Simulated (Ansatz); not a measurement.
`CO[SiH2]O[SiH3]` → silanol + `CO[SiH]`  (silylene formation by 1,1-elimination)

Computed with Ansatz on PBE0-D4/def2-TZVP structures; ΔE is electronic, products minus reactants. CBS: MP2 limit from def2 TZ/QZ plus the TZ coupled-cluster correction, frozen cores. DFT in def2-TZVPP. B3LYP here is the variant with VWN-RPA as its local correlation; programs differ in this. Each species was taken in one conformer, which may not be the lowest.

Is it downhill or uphill in electronic energy at CCSD(T)/CBS, and by how much? (Best estimate.)

Computed: Uphill: ΔE = +3.21 eV.

What do these levels give: PBE-D4, r2SCAN-D4, B97M-V, B3LYP-D4, r2SCAN, r2SCANh, r2SCAN0, LC-ωPBE, MP2/def2-SVP, MP2/def2-TZVPP, SCS-MP2/def2-QZVPP, CCSD/CBS(def2)? (Best estimate.)

The calculation gave: PBE-D4 2.97, r2SCAN-D4 3.32, B97M-V 3.14, B3LYP-D4 3.13, r2SCAN 3.29, r2SCANh 3.33, r2SCAN0 3.38, LC-ωPBE 3.28, MP2/def2-SVP 3.20, MP2/def2-TZVPP 3.32, SCS-MP2/def2-QZVPP 3.31, CCSD/CBS(def2) 3.23 eV.

Largest T1 diagnostic among the species: 0.015.

Leaving LDA and LC-ωPBE aside and taking each functional with its dispersion term where it has one, the values, not all of them listed here, spread over 0.48 eV, from BLYP-D4 to r2SCAN0-D4. LDA lies +0.33 eV from PBE without D4. From r2SCAN to r2SCAN0 (25 % exact exchange), in def2-TZVPP and without D4, ΔE moves by +0.08 eV.
